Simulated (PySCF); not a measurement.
# Molecular orbitals of NaHg

UHF at R = 3.587 Å; basis Na def2-SVP, Hg def2-SVP with ECP60; scalar-relativistic core potentials; PySCF 2.14. State: ²Σ⁺ (doublet), unpaired electrons σ ↑. Only the outer orbitals are listed, counted within each symmetry, core potentials removing the inner ones.

| spin | orbital | occ. | ε (eV) | on Na (%) | main shells (%) |
| --- | --- | --- | --- | --- | --- |
| α | 6σ | 1 | -16.71 | 0 | 100 Hg d |
| α | 3π | 1 | -16.69 | 0 | 100 Hg d |
| α | 3π | 1 | -16.69 | 0 | 100 Hg d |
| α | 1δ | 1 | -16.68 | 0 | 100 Hg d |
| α | 1δ | 1 | -16.68 | 0 | 100 Hg d |
| α | 7σ | 1 | -9.38 | 5 | 95 Hg s |
| α | 8σ | 1 | -4.65 | 92 | 91 Na s |
| α | 9σ | 0 | 1.25 | 53 | 47 Na p, 47 Hg p |
| α | 4π | 0 | 1.26 | 67 | 66 Na p, 33 Hg p |
| α | 4π | 0 | 1.26 | 67 | 66 Na p, 33 Hg p |
| β | 6σ | 1 | -16.69 | 0 | 100 Hg d |
| β | 3π | 1 | -16.68 | 0 | 100 Hg d |
| β | 3π | 1 | -16.68 | 0 | 100 Hg d |
| β | 1δ | 1 | -16.68 | 0 | 100 Hg d |
| β | 1δ | 1 | -16.68 | 0 | 100 Hg d |
| β | 7σ | 1 | -9.16 | 1 | 98 Hg s |
| β | 8σ | 0 | 0.59 | 90 | 90 Na s, 11 Hg p |
| β | 4π | 0 | 1.81 | 26 | 74 Hg p, 26 Na p |
| β | 4π | 0 | 1.81 | 26 | 74 Hg p, 26 Na p |

Task: Which are the highest filled and the lowest empty level, where do they sit, and how wide is the gap?

Result: Highest filled α 8σ at -4.65 eV (in %: 91 Na s); lowest empty β 8σ at 0.59 eV (in %: 90 Na s, 11 Hg p); the gap at UHF is 5.24 eV. An empty level above zero is unbound, and its energy depends on the basis.

The bond order (Mayer) is 0.14. The ⟨S²⟩ is 0.753. The charge on Na (Mulliken, basis-dependent) is 0.01, the charge on Na (Löwdin, basis-dependent) is -0.09 and the dipole moment (positive dipole means Na(−)Hg(+)) is 0.91 D. The polarisability along the bond is 298.4 bohr³ and the polarisability across the bond is 178.3 bohr³.

Spin–orbit coupling is left out. The state was picked by a PBE0 search and need not be the measured ground state.
